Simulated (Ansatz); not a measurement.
System: GeH4Se, charge 0, singlet. GeH4Se (SMILES [GeH3][SeH]).
B3LYP-D3(BJ)/def2-TZVP minimum from Ansatz (an electronic-structure program):
```
Ge
H 1 1.5346
H 1 1.5368 2 110.56
H 1 1.5368 2 110.56 3 -122.02
Se 1 2.3789 2 104.79 3 118.99
H 5 1.4719 1 93.22 2 -180.00
```
Charge 0, spin multiplicity 1.

Wanted: atomisation energy (electronic, to ground-state atoms), in kcal/mol. UHF or UKS for unpaired electrons; spin-orbit terms are left out. Cores are frozen in correlated methods (noble-gas shells, and filled d and f shells in the p block). No relativity. CBS(X,Y): correlation extrapolated as X^-3, Hartree-Fock from the larger set (Q,5: extrapolated as (X+1)exp(-9√X)). A bracket is a step between two methods taken in the basis named. Double hybrids freeze cores in their MP2 part. For partners of very few electrons the exact lower level stands in for a higher one.

CCSD(T)/CBS(cc-pVQZ,cc-pV5Z) + [CCSDT(Q) - CCSD(T)]/cc-pVTZ + [CCSDTQ - CCSDT(Q)]/cc-pVDZ (Ansatz) gives 358.7 kcal/mol.

What does PBE/def2-TZVPD (Ansatz) give here, and how do the other levels compare?

PBE gives 353.4 kcal/mol, 5.3 kcal/mol below it. Differences of the others: r2SCAN/def2-TZVPD (Ansatz) 1.4; B3LYP/def2-TZVPD (Ansatz) -5.2; wB97M-V/def2-TZVPD (Ansatz) -3.3; B2PLYP/def2-TZVPD (Ansatz) -9.3; CCSD(T)/CBS(cc-pVQZ,cc-pV5Z) (Ansatz) -0.2 kcal/mol.
